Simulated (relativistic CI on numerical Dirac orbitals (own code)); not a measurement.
# Hyperfine structure of Au33+, mass number 197

Calculated at this level of theory: Dirac-Coulomb-Breit CI, orbitals from a KLI potential per configuration, a model potential for QED, unscaled Slater integrals (own radial code, finite nucleus).

CI space (outside the closed core [Ar] 3d10): 4s2 4p6 4d10, 4s2 4p6 4d9 4f, 4s2 4p5 4d10 4f, 4s 4p6 4d10 4f, 4s2 4p6 4d9 5s, 4s2 4p6 4d9 5p, 4s2 4p6 4d9 5d, 4s2 4p5 4d10 5s, 4p6 4d10 4f2, 4p6 4d9 4f3, 4p5 4d10 4f3, 4p6 4d9 4f2 5s, 4p6 4d9 4f2 5p, 4p6 4d9 4f2 5d. Double excitations out of closed p, d and f shells are left out; levels of such configurations are missing from the list, as are those of other unlisted configurations, and high levels can miss mixing partners. These lack a partner that the ground configuration has and come out too high: 4s2 4p5 4d10 5s.

Nuclear spin I = 3/2, μ = 0.1452 μN, Q = 0.547 b (tables of Stone and Pyykkö). The electronic factors are computed for point nuclear moments, without core polarisation or the Bohr-Weisskopf and QED corrections.

| Level | E (cm⁻¹) | A (MHz) | B (MHz) |
| --- | --- | --- | --- |
| 4s2 4p6 4d9 4f 3P°_1 | 1754199 | 523.4 | 2110 |
| 4s2 4p6 4d9 4f 3H°_5 | 1794902 | 899.2 | -10500 |
| 4s2 4p6 4d9 4f 3F°_3 | 1823250 | 849.2 | 634 |
| 4s2 4p6 4d9 4f 3H°_6 | 1825488 | 686.6 | -10200 |
| 4s2 4p6 4d9 4f 3F°_4 | 1869010 | 621.7 | 4710 |
| 4s2 4p6 4d9 4f 3G°_5 | 1885019 | 668.5 | -2810 |
| 4s2 4p6 4d9 4f 3D°_1 | 1910528 | -564.2 | 1050 |
| 4s2 4p6 4d9 4f 3H°_4 | 1978029 | 1481 | -6230 |

Levels with J = 0, under 50 % of one LS term, or S terms without an open s electron are left out. Small factors come from cancelling terms and can be off by tens of per cent or more.

At this charge energies of transitions that change n are usually good to better than 1 %, and those within a shell (Δn = 0) to a few per cent.

**Question.** Give the hyperfine levels of 4s2 4p6 4d9 4f 3P°_1 relative to its centre of gravity.

**Answer.** With K = F(F + 1) − I(I + 1) − J(J + 1), E = AK/2 + B[¾K(K + 1) − I(I + 1)J(J + 1)]/[2I(2I − 1)J(2J − 1)]: F = 1/2: 1329, F = 3/2: -2633, F = 5/2: 1313 MHz.

LS names give the leading component of a level, which can be under half, so a name can repeat, a term be missing and a line seem to break the LS rules.
